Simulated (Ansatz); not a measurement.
Relaxation of the cluster Cu₂Ni with UKS PBE-D4/def2-TZVP.

```sh
$ ansatz run in.yaml --threads 4 --pin off --events-out ev --progress --plain --max-ram 3916MiB
```

```yaml
crystal:
  periodic: [false, false, false]
  atoms:
    - {symbol: Ni, position_ang: [0.482052, -0.245885, 1.184498]}
    - {symbol: Cu, position_ang: [0.050722, 1.287928, -0.469150]}
    - {symbol: Cu, position_ang: [-0.532774, -1.042043, -0.715348]}
basis:
  gaussian: {orbitals: def2-TZVP}
magnetization: {spin_polarized: true, initial_magnetization: 4}
hamiltonian: {xc: pbe, dispersion: d4}
scf: {lower_state_search: "off"}
output: {orbitals: {seedname: orbitals}}
relax: {f_tol: 0.02, max_steps: 100}
```

Run time 8 s (4 threads of Arm Neoverse V1 on a shared host).

Positions (Å) and forces (eV/Å) at steps 1, 2, 4 of 4:

```xyz
3
step=1 energy=-130304.9726 eV
Ni    0.482   -0.246    1.184    0.276   -0.141    0.678
Cu    0.051    1.288   -0.469   -0.090    0.261   -0.319
Cu   -0.533   -1.042   -0.715   -0.186   -0.120   -0.359
3
step=2 energy=-130304.9939 eV
Ni    0.491   -0.251    1.207    0.154   -0.078    0.378
Cu    0.046    1.290   -0.480   -0.052    0.137   -0.179
Cu   -0.537   -1.039   -0.727   -0.101   -0.059   -0.199
3
step=4 energy=-130305.0050 eV
Ni    0.505   -0.258    1.241    0.000    0.000    0.000
Cu    0.039    1.292   -0.497    0.000   -0.001    0.000
Cu   -0.544   -1.034   -0.743    0.000    0.001    0.000
```

The relaxation made no stability test and no search for a lower SCF solution. At PBE-D4/def2-TZVP a singlet of charge 0 lies 1.50 eV below the quintet, each at its own geometry. That singlet is doubtful there (restricted singlet, unstable towards broken spin symmetry). The structure comes from a short search, and lower isomers may exist.
